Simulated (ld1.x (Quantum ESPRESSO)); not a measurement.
Cr (Z = 24) ultrasoft: all-electron and pseudo phase curves

Cr (Z = 24), ultrasoft, made with ld1.x (Quantum ESPRESSO) 7.5 (PBEsol, non-relativistic). Core [Ne], reference 3s2 3p6 3d5 4s1 4p0. Waves: 3s (bound): rcut 1.30, rcutus 1.75 bohr; 4s (bound): rcut 1.30, rcutus 1.75 bohr; 3p (bound): rcut 1.65, rcutus 1.85 bohr; 4p (bound, empty): rcut 1.65, rcutus 1.85 bohr; 3d (bound): rcut 1.95, rcutus 2.10 bohr; 3d channel at 3.25 Ry: rcut 1.95, rcutus 2.10 bohr. Local part: all-electron potential smoothed inside 1.90 bohr (lloc = -1). Core correction: none. Augmentation charge: built from norm-conserving waves at rcut, not smoothed further.

The phase is arctan(r·u′/u) with u = r·R(r), unwrapped; energies in Ry, scanned from -7 to 5 Ry. A pole is an energy at which the radial function vanishes at the test radius. The pseudo phase is shifted by a multiple of π to meet the all-electron one at the reference energy, and phase errors are pseudo minus all-electron; the curves can meet again beyond the range given. Levels narrower than the energy grid can be missing from the lists of poles.

| channel | radius (bohr) | reference energy (Ry) | poles, all-electron | poles, pseudo | unbroken range about the reference energy with phases within 0.05 rad | phase error 1 Ry above the reference energy (rad) |
| --- | --- | --- | --- | --- | --- | --- |
| s | 2.29 | -0.29 | -5.27, 3.61 | -5.34, 2.64 | not even at the reference energy | +1.233 |
| p | 2.29 | -0.07 | -3.21, 4.66 | -3.28 | not even at the reference energy | +0.938 |
| d | 2.29 | -0.22 | 0.16 | 0.24 | not even at the reference energy | +0.129 |

A Bessel basis up to 400 Ry misses an occupied level by 1.55 Ry, so cutoffs and ghosts were not judged. Its overlap operator is not positive definite in a basis up to 400 Ry (lowest eigenvalue d -0.06), so the file is unfit for use: the generalised eigenproblem breaks down once the basis is large enough, and its test numbers describe a broken file. The potential misses its own reference levels by up to 0.9 eV.

Phases in the d channel:

| E (Ry) | all-electron | pseudo |
| --- | --- | --- |
| -7.00 | 1.408 | 1.422 |
| -6.48 | 1.402 | 1.418 |
| -5.96 | 1.395 | 1.412 |
| -5.44 | 1.387 | 1.406 |
| -4.92 | 1.378 | 1.399 |
| -4.40 | 1.367 | 1.391 |
| -3.88 | 1.354 | 1.382 |
| -3.36 | 1.338 | 1.370 |
| -2.84 | 1.317 | 1.355 |
| -2.32 | 1.290 | 1.334 |
| -1.80 | 1.248 | 1.302 |
| -1.28 | 1.174 | 1.238 |
| -0.76 | 0.966 | 1.024 |
| -0.24 | -0.801 | -1.056 |
| 0.28 | -1.641 | -1.583 |
| 0.80 | -1.814 | -1.682 |
| 1.32 | -1.953 | -1.733 |
| 1.84 | -2.160 | -1.772 |
| 2.36 | -2.615 | -1.810 |
| 2.88 | -3.525 | -1.853 |
| 3.40 | -4.147 | -1.907 |
| 3.92 | -4.400 | -1.983 |
| 4.44 | -4.526 | -2.102 |
| 4.96 | -4.602 | -2.315 |
